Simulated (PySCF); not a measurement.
# How methods differ on the excitation energy of Ne²⁺

Ne²⁺ [He] 2s2 2p4 (3P) → Ne²⁺ [He] 2s2 2p3 3s1 (5S), as a difference of total energies. Computed with PySCF 2.14 in aug-cc-pwCVTZ, with the non-relativistic Hamiltonian (point nucleus). Correlated levels: valence and next inner shell: nothing frozen. The calculations carry no spin-orbit coupling.

| method | excitation energy (eV) |
| --- | --- |
| UHF | 37.296 |
| MP2 (valence and next inner shell) | 38.236 |
| SCS-MP2 (valence and next inner shell) | 38.405 |
| CCSD (valence and next inner shell) | 38.207 |
| CCSD(T) (valence and next inner shell) | 38.209 |

Question: How much does correlation contribute at CCSD(T) (valence and next inner shell)?

Answer: 38.209 − (37.296) = 0.913 eV, measured against UHF.

A first-order spin-orbit estimate (lowest level to lowest level, LS coupling) adds 0.037 eV.

The promoted electron is Rydberg-like, and one or two diffuse shells describe it only roughly, which tends to raise the upper state.
